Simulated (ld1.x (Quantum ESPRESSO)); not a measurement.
**Reading a pseudo-wave (N)**

Columns: radius, all-electron u(r) and pseudo u(r) of the 2p shell (level -7.24 eV) of nitrogen in the configuration [He] 2s2 2p3; LDA (PZ), scalar-relativistic, TM scheme, ld1.x (Quantum ESPRESSO) 7.5.

| r (bohr) | all-electron | pseudo |
| --- | --- | --- |
| 0.110 | 0.0857 | 0.0272 |
| 0.220 | 0.2453 | 0.1050 |
| 0.330 | 0.4049 | 0.2227 |
| 0.440 | 0.5385 | 0.3642 |
| 0.550 | 0.6398 | 0.5103 |
| 0.660 | 0.7100 | 0.6426 |
| 0.770 | 0.7532 | 0.7467 |
| 0.880 | 0.7744 | 0.8146 |
| 0.990 | 0.7786 | 0.8454 |
| 1.100 | 0.7698 | 0.8441 |
| 1.210 | 0.7518 | 0.8192 |
| 1.320 | 0.7272 | 0.7799 |
| 1.430 | 0.6982 | 0.7342 |
| 1.540 | 0.6665 | 0.6877 |
| 1.650 | 0.6333 | 0.6438 |
| 1.760 | 0.5995 | 0.6035 |
| 1.870 | 0.5657 | 0.5668 |
| 1.980 | 0.5325 | 0.5326 |
| 2.090 | 0.5001 | 0.5001 |
| 2.200 | 0.4688 | 0.4688 |
| 2.310 | 0.4387 | 0.4387 |
| 2.420 | 0.4101 | 0.4101 |
| 2.530 | 0.3828 | 0.3828 |
| 2.640 | 0.3570 | 0.3570 |
| 2.750 | 0.3325 | 0.3325 |
| 2.860 | 0.3095 | 0.3095 |

(1) How many radial nodes do the two functions have?

(2) At about which radius was the pseudo-wave matched?

(3) Is the pseudo-wave norm-conserving?

## Answers

(1) The all-electron 2p function has n − l − 1 = 0; the pseudo-wave has 0.

(2) 2.20 bohr. The columns agree to 0.0005 from 1.98 bohr on; several derivatives are matched, so the curves merge somewhat inside the radius.

(3) Yes: the TM scheme keeps the norm inside the radius equal to the all-electron one, which fixes the energy derivative of the logarithmic derivative at the level.
